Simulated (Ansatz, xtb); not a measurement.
## C4H8Be: where a starting geometry ends

The starting geometry of this gas-phase triplet was built from a drawn formula by distance geometry and a force field; its bonds are those of `[CH][CH2][Be][CH2]C`.

```yaml
atoms:
  - { symbol: C, position_ang: [1.1452, -0.8219, -0.7394] }
  - { symbol: C, position_ang: [-0.0881, -0.0177, -1.2258] }
  - { symbol: C, position_ang: [-2.1152, -0.1266, 0.8482] }
  - { symbol: C, position_ang: [-1.2692, 0.1311, 2.1085] }
  - { symbol: Be, position_ang: [-1.3112, -0.4816, -0.4672] }
  - { symbol: H, position_ang: [1.2427, -0.6623, 0.3610] }
  - { symbol: H, position_ang: [-0.1887, -0.2043, -2.2747] }
  - { symbol: H, position_ang: [0.1377, 1.0518, -1.0694] }
  - { symbol: H, position_ang: [-2.8177, -0.9271, 1.0538] }
  - { symbol: H, position_ang: [-2.7054, 0.7963, 0.5906] }
  - { symbol: H, position_ang: [-0.7225, -0.7935, 2.3820] }
  - { symbol: H, position_ang: [-1.9713, 0.4293, 2.9552] }
  - { symbol: H, position_ang: [-0.5832, 0.9194, 1.9425] }
```

Question: Predict what it relaxes into with r2SCAN-D4/def2-SVP.

Answer: It rearranges, giving a structure given below by its coordinates. Contacts that open: C2–Be5 (1.51 → 2.71 Å). Contacts that close: C1–Be5 (2.49 → 1.67 Å).

The energy falls by 2.00 eV over 23 steps:

```csv
step,E − E(last) (eV)
1,1.996
3,0.623
6,0.463
8,0.437
11,0.368
13,0.247
16,0.053
18,0.005
21,0.000
23,0.000
```

Final geometry (Å):

```csv
atom,x (Å),y (Å),z (Å)
C,0.6060,-0.3377,-0.8366
C,0.4443,-0.0147,-2.2409
C,-2.0150,-0.0286,1.2406
C,-1.7336,0.0630,2.7520
Be,-0.6818,-0.1939,0.2176
H,1.6115,-0.6784,-0.5132
H,0.1514,-0.7734,-2.9789
H,0.6383,0.9945,-2.6278
H,-2.7163,-0.8678,1.0523
H,-2.5863,0.8691,0.9240
H,-1.2205,-0.8375,3.1300
H,-2.6568,0.1763,3.3468
H,-1.0880,0.9226,2.9991
```

From the same start GFN2-xTB ends elsewhere, differing in C2–Be5 (1.93 against 2.71 Å here).

The end wasn't checked by frequencies. Open shells are spin-unrestricted. The triplet needn't be the ground state. Run with Ansatz 0.2.0, 2.1 min on 2 threads of Arm Neoverse V2, on a shared host.
